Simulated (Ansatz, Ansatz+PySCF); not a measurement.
```xyz
2

Ru    0.0000    0.0000    0.0000
N     0.0000    0.0000    1.5700
```

Basis set: def2-SVP (spherical functions, with the set's core potentials past Kr). Charge 0, multiplicity 2.

Computed with Ansatz (development build ahead of 0.2.0); each method stands on the lowest determinant of its kind that the runs found. Restricted functionals stand beside restricted open-shell atoms, which can lie above the unrestricted atoms usual in DFT and then raise those values.

Q: Give the atomization energy at this shape (free ground-state atoms in the same class of orbitals less the molecule, no zero-point energy) of doublet RuN by PBE0 (unrestricted), PBE0 (restricted open-shell), UHF, ROHF.

A:

| method | atomization energy |
| --- | --- |
| PBE0 (unrestricted) | 4.29 eV |
| PBE0 (restricted open-shell) | 4.35 eV |
| UHF | -1.73 eV |
| ROHF | -2.29 eV |

Caution: another spin multiplicity may lie lower; no wide search was run, a lower solution can exist. Caution for UHF, ROHF: the molecule lies well above its atoms at this level. Caution for UHF: the unrestricted determinant is a mixture of spin states. Caution for ROHF: an unrestricted determinant lies well below.
